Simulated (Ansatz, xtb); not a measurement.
**FH2In2NSi: where a starting geometry ends**

The starting geometry of this gas-phase singlet was built from a drawn formula by distance geometry; its bonds are those of `[F][In]1[N]=[Si]1[InH2]`.

```xyz
7

F    -2.0627    1.9420   -2.3808
In   -0.5554    1.5390   -0.9305
In    3.6527   -1.8592   -0.2290
N     0.7555    0.0339   -1.6169
Si    1.5746   -0.0296   -0.2136
H     3.8156   -3.3276   -0.9295
H     4.1229   -1.5694    1.3239
```

**Question.** Predict what it relaxes into with r2SCAN-D4/def2-SVP.

**Answer.** It rearranges, giving a structure given below by its coordinates. Distances that change by over a tenth: F1–In2 (2.13 → 2.56 Å), In2–Si5 (2.74 → 3.17 Å). Contacts that open: In3–Si5 (2.77 → 3.32 Å). Contacts that close: F1–Si5 (4.67 → 1.73 Å), In3–N4 (3.73 → 2.07 Å).

The energy falls by 5.15 eV over 71 steps:

```csv
step,E − E(last) (eV)
1,5.154
9,3.690
17,3.171
24,2.886
32,1.847
40,1.266
48,0.280
55,0.102
63,0.078
71,0.000
```

Final geometry (Å):

```csv
atom,x (Å),y (Å),z (Å)
F,-0.7409,0.4759,-2.1880
In,0.3511,1.6628,-0.1964
In,2.9339,-1.2256,-0.0691
N,1.2855,-0.2442,-0.8446
Si,0.3922,-0.8286,-2.1623
H,3.4255,-2.7143,-0.7785
H,3.6558,-0.3968,1.2624
```

From the same start GFN2-xTB ends elsewhere, differing in F1–In3 (2.19 against 4.57 Å here), F1–Si5 (2.93 against 1.73 Å here), In3–N4 (3.97 against 2.07 Å here), In3–Si5 (2.65 against 3.32 Å here).

No frequencies were run, so the end isn't proven a minimum. Atoms past krypton carry core potentials, without spin–orbit terms. Run with Ansatz 0.2.0, 2.4 min on 2 threads of Intel(R) Xeon(R) 6975P-C (Granite Rapids), with other jobs on the host.
